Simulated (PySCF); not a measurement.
CH$_{9}$AlO$_{2}$Si$_{2}$, charge +1, quartet, at a GFN2-xTB geometry of the parent state (such geometries of metal compounds can be far from the true shape) (a state made from the parent by changing its charge; the spin is typed, not shown lowest); CAMB3LYP/3-21G (PySCF).

PySCF was given this input:
```python
from pyscf import gto, scf, dft

mol = gto.M(
    atom='''
Al    0.328227    0.517411    0.468922
C     1.168480    1.860372    1.665972
H     1.792393    1.382469    2.420049
H     0.413247    2.460184    2.173924
H     1.792076    2.553553    1.101008
O    -0.785728    0.988621   -0.698016
Si   -1.870818    1.391488   -1.842135
H    -3.197806    1.074849   -1.309426
H    -1.564414    0.618294   -3.046731
H    -1.713334    2.830477   -2.071669
O     0.708594   -1.115714    0.587127
Si    1.042573   -2.706457    0.660993
H    -0.195330   -3.400072    1.022183
H     2.068555   -2.865527    1.695794
H     1.539281   -3.116498   -0.653854
''',
    basis='3-21g',
    charge=1,
    spin=3,
    verbose=4,
)

mf = dft.ROKS(mol)
mf.xc = 'camb3lyp'
mf.kernel()
mf.analyze()
```

What the program printed (banner, timings and long lists left out):

```
PySCF version 2.14.0

[INPUT] verbose = 4
[INPUT] num. atoms = 15
[INPUT] num. electrons = 71
[INPUT] charge = 1
[INPUT] spin (= nelec alpha-beta = 2S) = 3
[INPUT] symmetry False subgroup None
[INPUT] Mole.unit = angstrom
[INPUT] Symbol           X                Y                Z      unit          X                Y                Z       unit  Magmom
[...]
nuclear repulsion = 413.900130772263
number of shells = 54
number of NR pGTOs = 153
number of NR cGTOs = 84
basis = 3-21g
ecp = {}

******** <class 'pyscf.dft.roks.ROKS'> ********
method = ROKS
initial guess = minao
damping factor = 0
level_shift factor = 0
DIIS = <class 'pyscf.scf.diis.CDIIS'>
diis_start_cycle = 1
diis_space = 8
diis_damp = 0
SCF conv_tol = 1e-09
SCF conv_tol_grad = None
SCF max_cycles = 50
direct_scf = True
direct_scf_tol = 1e-13
num. doubly occ = 34  num. singly occ = 3
XC library pyscf.dft.libxc version 7.1.2
    S. Lehtola, C. Steigemann, M. J. T. Oliveira, and M. A. L. Marques,  SoftwareX 7, 1–5 (2018)
XC functionals = camb3lyp
    T. Yanai, D. P. Tew, and N. C. Handy,  Chem. Phys. Lett. 393, 51 (2004)
radial grids:
    Treutler-Ahlrichs [JCP 102, 346 (1995); DOI:10.1063/1.469408] (M4) radial grids

becke partition: Becke, JCP 88, 2547 (1988); DOI:10.1063/1.454033
pruning grids: <function nwchem_prune>
grids dens level: 3
symmetrized grids: False
atomic radii adjust function: <function treutler_atomic_radii_adjust>
small_rho_cutoff = 0
Set gradient conv threshold to 3.16228e-05
tot grids = 188096
init E= -1009.58809274571
[...]
cycle= 1 E= -1009.13704089382  delta_E= 0.451  |g|= 1.02  |ddm|= 2.91
[...]
cycle= 2 E= -1008.25088329855  delta_E= 0.886  |g|= 2.05  |ddm|= 2.43
[...]
cycle= 3 E= -1009.34673088015  delta_E= -1.1  |g|= 0.33  |ddm|= 2.15
[...]
cycle= 4 E= -1009.37212559161  delta_E= -0.0254  |g|= 0.256  |ddm|= 0.902
[...]
cycle= 5 E= -1009.40184482051  delta_E= -0.0297  |g|= 0.145  |ddm|= 0.326
[...]
cycle= 6 E= -1009.40660193024  delta_E= -0.00476  |g|= 0.0884  |ddm|= 0.143
[...]
cycle= 7 E= -1009.40810302886  delta_E= -0.0015  |g|= 0.0616  |ddm|= 0.0769
[...]
cycle= 8 E= -1009.40938017464  delta_E= -0.00128  |g|= 0.0123  |ddm|= 0.101
[...]
cycle= 9 E= -1009.40944897552  delta_E= -6.88e-05  |g|= 0.006  |ddm|= 0.03
[...]
cycle= 10 E= -1009.40946751655  delta_E= -1.85e-05  |g|= 0.00454  |ddm|= 0.0147
[...]
cycle= 11 E= -1009.40948481756  delta_E= -1.73e-05  |g|= 0.003  |ddm|= 0.0168
[...]
cycle= 12 E= -1009.40950989624  delta_E= -2.51e-05  |g|= 0.00102  |ddm|= 0.044
[...]
cycle= 13 E= -1009.40951392644  delta_E= -4.03e-06  |g|= 0.000231  |ddm|= 0.0185
[...]
cycle= 14 E= -1009.40951458492  delta_E= -6.58e-07  |g|= 0.000204  |ddm|= 0.00314
[...]
cycle= 15 E= -1009.40951541059  delta_E= -8.26e-07  |g|= 0.000165  |ddm|= 0.00471
[...]
cycle= 16 E= -1009.40951678134  delta_E= -1.37e-06  |g|= 6.74e-05  |ddm|= 0.0121
[...]
cycle= 17 E= -1009.40951698168  delta_E= -2e-07  |g|= 9.02e-05  |ddm|= 0.00479
[...]
cycle= 18 E= -1009.40951700015  delta_E= -1.85e-08  |g|= 5.51e-05  |ddm|= 0.000812
[...]
cycle= 19 E= -1009.4095170117  delta_E= -1.15e-08  |g|= 2.33e-05  |ddm|= 0.000787
[...]
cycle= 20 E= -1009.40951701908  delta_E= -7.38e-09  |g|= 2.7e-05  |ddm|= 0.000589
[...]
cycle= 21 E= -1009.40951701806  delta_E= 1.01e-09  |g|= 1.85e-05  |ddm|= 0.000253
[...]
cycle= 22 E= -1009.4095170215  delta_E= -3.44e-09  |g|= 6.78e-06  |ddm|= 0.000457
[...]
cycle= 23 E= -1009.40951702181  delta_E= -3.08e-10  |g|= 2.83e-06  |ddm|= 0.000185
[...]
Extra cycle  E= -1009.40951702181  delta_E= -7.96e-12  |g|= 4.94e-06  |ddm|= 1.67e-05
converged SCF energy = -1009.40951702181
**** SCF Summaries ****
Total Energy =                       -1009.409517021814509
Nuclear Repulsion Energy =             413.900130772262855
One-electron Energy =                -2207.989860927635618
Two-electron Energy =                  784.680213133558254
Two-electron Coulomb Energy =          870.601323401997433
DFT Exchange-Correlation Energy =      -85.921110268439151
HOMO-LUMO gap [eV] =                     1.676598580447752
**** MO energy ****
                Roothaan           | alpha              | beta
[...]
 ** Mulliken pop on meta-lowdin orthogonal AOs  **
 ** Mulliken pop  **
 ** Mulliken atomic charges  **
charge of    0Al =      0.69493
charge of    1C =     -0.47171
charge of    2H =      0.15747
charge of    3H =      0.15705
charge of    4H =      0.15563
charge of    5O =     -0.41636
charge of    6Si =      0.62344
charge of    7H =     -0.04603
charge of    8H =     -0.01845
charge of    9H =      0.00761
charge of   10O =     -0.41160
charge of   11Si =      0.61938
charge of   12H =     -0.03325
charge of   13H =      0.01431
charge of   14H =     -0.03242

WARN: System has nonzero charge 1; the dipole moment is origin-dependent.
Location of origin: [0. 0. 0.]

Dipole moment(X, Y, Z, Debye):  0.48214,  0.26497,  0.08125
```
